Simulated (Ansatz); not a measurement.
The cluster Ge₃Te₇, 10 atoms. Hardware: 4 threads of Intel Xeon on a shared host.

In the def2 sets Te takes a core potential; there is no spin–orbit coupling. Correlated methods freeze 55 core orbitals; core or outer-core shells of Ge, Te are correlated, in sets that lack core-valence functions.

**Question.** How many basis functions does each of these Ansatz runs have, and roughly what does it cost? r2SCAN-D4/def2-TZVP, charge 0 singlet, energy, from earlier orbitals; PBE-D4/def2-SVP, charge 0 singlet, relaxation, 14 steps; PBE0-D4/def2-SVP, charge 0 singlet, energy, from earlier orbitals; HF/STO-3G, charge 0 singlet, energy; PBE-D4/def2-SVP, charge 0 singlet, energy, from earlier orbitals; PBE-D4/def2-TZVP, charge 0 singlet, energy and forces, from earlier orbitals; PBE0-D4/def2-TZVP, charge 0 singlet, energy, from earlier orbitals; MP2/def2-SVP, charge 0 singlet, energy, from earlier orbitals.

**Answer.** Other jobs shared the machine, so times can vary by a factor of up to 3.

```csv
run,functions,fitting or Cholesky vectors,wall time,peak host memory (GiB)
"PBE-D4/def2-SVP, charge 0 singlet, energy, from earlier orbitals",278,3293,17 s,0.83
"PBE-D4/def2-TZVP, charge 0 singlet, energy and forces, from earlier orbitals",494,3776,40 s,2.1
"PBE0-D4/def2-SVP, charge 0 singlet, energy, from earlier orbitals",278,3279,51 s,1.9
"HF/STO-3G, charge 0 singlet, energy",243,2562,55 s,2.6
"MP2/def2-SVP, charge 0 singlet, energy, from earlier orbitals",278,3279,77 s,2
"PBE0-D4/def2-TZVP, charge 0 singlet, energy, from earlier orbitals",494,4325,2.6 min,5.1
"r2SCAN-D4/def2-TZVP, charge 0 singlet, energy, from earlier orbitals",494,3776,2.7 min,5
"PBE-D4/def2-SVP, charge 0 singlet, relaxation, 14 steps",278,3293,3.6 min,0.83
```
